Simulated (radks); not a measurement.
The nuclear charge of the molybdenum ion Mo+ is varied continuously with 41 electrons held in [Kr] 4d5. Calculated with a radial shooting solver on a logarithmic mesh with Libxc functionals: scalar-relativistic Kohn-Sham, LDA (Slater exchange, Perdew-Wang correlation), spin-polarised, spherical densities, finite nucleus; open shells are filled with parallel spins first (spin-orbit coupling, left out, can overturn this in heavy ions); Fermi nuclear charge, rms radius 4.4091 fm. By the Hellmann-Feynman theorem dE/dZ = E(electron-nucleus)/Z, the electronic potential at the nucleus (averaged over a nucleus of fixed radius). The scalar-relativistic energy here is not variational (the density holds large components alone), so the two differ by a part that grows with Z.

\begin{tabular}{lrrrrr}
Z & E (hartree) & E(electron-nucleus)/Z (hartree) & HOMO & e(HOMO) (eV) & <r> HOMO (bohr) \\ \hline
41.5 & -3928.94209 & -228.168 & 4d & -6.570 & 2.068 \\
41.75 & -3986.34876 & -230.052 & 4d & -8.947 & 1.962 \\
42 & -4044.22892 & -231.934 & 4d & -11.547 & 1.871 \\
42.25 & -4102.58207 & -233.814 & 4d & -14.355 & 1.793 \\
42.5 & -4161.40787 & -235.692 & 4d & -17.358 & 1.724 \\
42.75 & -4220.70611 & -237.570 & 4d & -20.543 & 1.663 \\
43 & -4280.47668 & -239.447 & 4d & -23.903 & 1.608 \\
\end{tabular}

The central difference of E at Z = 42 is -232.467 hartree, to compare with the third column; the second derivative is -7.57 hartree.
